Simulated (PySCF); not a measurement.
Compound: C6H4N (doublet state).
Cartesian coordinates in Å at the GFN2-xTB level; atoms count from 1:
```
atom  x, y, z in Å
C1    -1.5622   -0.2048    1.3490
C2    -1.4580    0.3853    0.2067
C3    -0.6097    0.5929   -0.9685
C4     0.6037   -0.1703   -0.7837
C5     1.5503   -0.8591   -0.4733
C6     2.6466   -1.6126   -0.1958
N7     3.5719   -2.2529    0.0446
H8    -2.4381   -0.0820    1.9697
H9    -0.8026   -0.8597    1.7801
H10   -1.1272    0.2593   -1.8747
H11   -0.3692    1.6559   -1.0800
```

The hyperfine couplings belong to this conformer and change with its torsions.

As a line formula: `C=[C]CC#CC#N` [radical].

Computed, not measured: UKS B3LYP, pcH-1 on C H N, non-relativistic, mean-field spin-orbit, GIAO in PySCF. One conformer (not necessarily the lowest) at the GFN2-xTB geometry, without solvent, vibrations or thermal averaging. Couplings are sensitive to structure, and on GFN2-xTB geometries they can be far from those on DFT ones. No stability test was run, so a lower SCF solution isn't excluded.

Problem. Break the g tensor into its mass correction, gauge correction and orbital-Zeeman/spin–orbit terms.

Solution. 
```tsv
Δg (ppm)	1	2	3
relativistic mass correction	-154	-154	-154
gauge correction	34	7	-13
orbital Zeeman/spin–orbit	-618	-108	769
total	-738	-255	602
```

So g = 2.00158, 2.00206, 2.00292 and g_iso = 2.00219; the tensor is rhombic: the two nearest values differ by 36 % of g3 − g1. Axes: g1 points within 11° of the C2–C3 bond and g2 points within 11° of the C1–H9 bond.

Problem. What are the electron Larmor frequencies g μB B/h along the three axes at 330 mT?

Solution. 9.2448, 9.2471, 9.2510 GHz for g1, g2 and g3, a range of 6.2 MHz.

Problem. Average each term over the three axes. Which is largest in size?

Solution. The mass correction -154, the orbital-Zeeman/spin–orbit term 15 and the gauge correction 9 ppm, for a total of -130 ppm. The mass correction is the largest in size. The mass correction is the same along every axis, so the anisotropy comes from the other two: their spans along these axes are 46 (gauge) and 1387 ppm (orbital Zeeman/spin–orbit).

Problem. At 9.785 GHz, how far is the centre of the isotropic spectrum from where a free electron (g = 2.002319) resonates?

Solution. B = hν/(g μB) with μB/h = 13.99624 MHz/mT gives 349.15 mT for the free electron and 349.18 mT at g_iso, 0.02 mT higher.

Problem. In a frozen sample, at which fields do the three g values resonate at 9.5, 34, 94 and 263 GHz (hyperfine left aside), and which band first spreads them over more than twice a line width of 0.3 mT?

Solution. 
```csv
band,GHz,B(g3) mT,B(g2) mT,B(g1) mT,spread mT
X,9.5,338.88,339.03,339.11,0.23
Q,34.0,1212.84,1213.36,1213.65,0.81
W,94.0,3353.15,3354.58,3355.39,2.25
J,263.0,9381.67,9385.69,9387.96,6.28
```

The spread grows in proportion to the frequency. Q band is the first where it exceeds 0.6 mT.

Largest spin populations (Mulliken): C2 (+0.98), C1 (-0.16) and H9 (+0.09). C2 is the only atom above +0.15.

The HOMO–LUMO gaps are 5.14 eV among the α and 5.16 eV among the β orbitals.

Hardware: one thread, Arm Neoverse N1 (aarch64), no GPU, shared host with 64 logical CPUs at a one-minute load of 56. Cost: 55 s wall (with the writing of density and orbital grids), 0.75 GiB resident at most.
